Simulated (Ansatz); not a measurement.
Cost and result for the atomization energy of C$_{2}$H$_{5}$ClSSi, SMILES `C=C(Cl)S[SiH3]` (10 atoms, 9 bonds).

Z-matrix (Å, degrees):
```
Si
S 1 2.148
H 1 1.484 2 102.5
H 1 1.483 2 110.5 3 -118.2
H 1 1.481 2 112.5 3 117.9
C 2 1.758 1 101.9 3 167.1
Cl 6 1.734 2 117.2 1 44.3
C 6 1.326 2 122.3 1 -139.0
H 8 1.082 6 121.1 2 -174.4
H 8 1.082 6 119.9 2 5.0
```

The species carries charge 0 and has multiplicity 1. All single points use the PBE0-D4/def2-TZVP geometry. It is one conformer, not always the lowest. Program: Ansatz. All runs use 4 threads of an Arm Neoverse V1 on a shared host. Times are those of one run each, without the atoms' runs, and a repeat can differ threefold. Electronic energies, without spin–orbit coupling; frozen cores. CCSD(T)/CBS adds CCSD(T) − MP2 in def2-TZVPP to the MP2 limit, and its time is that of the two runs behind it. T1 = 0.012; the RHF reference is unstable towards UHF. B3LYP takes the VWN-RPA correlation (the form of Gaussian; ORCA's B3LYP/G).

CCSD(T)/CBS is a level of theory with its own doubt, some kJ/mol a heavy atom from the limit and from the frozen cores, so smaller differences don't rank the functionals.

| level | functions | wall time | atomization (kcal/mol) | difference from CCSD(T)/CBS | per bond |
| --- | --- | --- | --- | --- | --- |
| PBE-D4/def2-TZVPP (with forces) | 258 | 2.8 s | 843.9 | 18.9 | 2.1 |
| PBE0-D4/def2-TZVPP | 258 | 3.7 s | 829.7 | 4.7 | 0.5 |
| r2SCAN-D4/def2-TZVPP (with forces) | 258 | 5.5 s | 830.1 | 5.1 | 0.6 |
| B3LYP-D4/def2-TZVPP (with forces) | 258 | 6 s | 823.2 | -1.8 | -0.2 |
| B2PLYP/def2-TZVPP | 258 | 6 s | 812.5 | -12.5 | -1.4 |
| ωB97X-V/def2-TZVPP | 258 | 9 s | 829.0 | 4.0 | 0.4 |
| ωB97M-V/def2-TZVPP (with forces) | 258 | 13 s | 829.2 | 4.2 | 0.5 |
| MP2/def2-QZVPP | 474 | 25 s | 829.5 | 4.5 | 0.5 |
| CCSD(T)/def2-TZVPP | 258 | 2.2 min | 800.7 | -24.3 | -2.7 |
| CCSD(T)/CBS(def2) | – | 2.7 min | 825.0 | 0.0 | 0.0 |

The D4 term adds +11.5 kcal/mol with B3LYP and +6.0 kcal/mol with PBE0; it sums over pairs of atoms, weighted by their polarisabilities, and B3LYP, whose exchange is more repulsive, gets the larger term. From PBE to PBE0 (25 % exact exchange), in def2-TZVPP and without D4, the atomization energy moves by −13.1 kcal/mol: exact exchange takes away binding that semilocal exchange gives to molecules. In def2-TZVPP, CCSD(T) changes the Hartree–Fock value by +206.0 kcal/mol (the triples alone add +15.6 kcal/mol) and MP2 by +220.5 kcal/mol; breaking electron pairs costs correlation energy, which Hartree–Fock lacks.
